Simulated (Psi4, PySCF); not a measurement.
Input for Psi4:
```
memory 2 GB

molecule {
0 2
F     0.00000000    0.00000000    0.00000000
}

set {
  basis 6-311g**
  reference uhf
  freeze_core true
  mp2_type conv
  scf_type pk
  puream true
  d_convergence 1e-8
}

energy('mp2')
print_variables()
```

**Question.** Give the equivalent PySCF input.

**Answer.** This is not unique; one that fits is 
```python
from pyscf import gto, scf, mp

mol = gto.Mole()
mol.atom = '''
    F     0.00000000    0.00000000    0.00000000
'''
mol.basis = '6-311g**'
mol.spin = 1
mol.verbose = 4
mol.build()

mf = scf.UHF(mol)
mf.kernel()

pt = mp.MP2(mf, frozen=1)
pt.kernel()
print('E(MP2) = %.10f' % pt.e_tot)
```

Both were run: Psi4 gave -99.554171 Eh and PySCF -99.554171 Eh, 0.000 mEh apart.
